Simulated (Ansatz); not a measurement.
Harmonic frequencies (cm⁻¹) at PBE0-D4/def2-TZVP from Ansatz: 126, 157, 208, 332, 410, 451, 504, 628, 661, 684, 734, 965, 1126, 1148, 1257, 1447, 1479, 1497, 1863, 2200, 2222, 2996, 3058, 3088.

Which molecule is it?
A. `[NH2][Al]1[CH2]S[SiH]1Cl`
B. `[CH2]1N[SiH2][SbH]1`
C. `C[N]1[SiH2][SbH]1`
D. `NCB(O)Cl`

C.
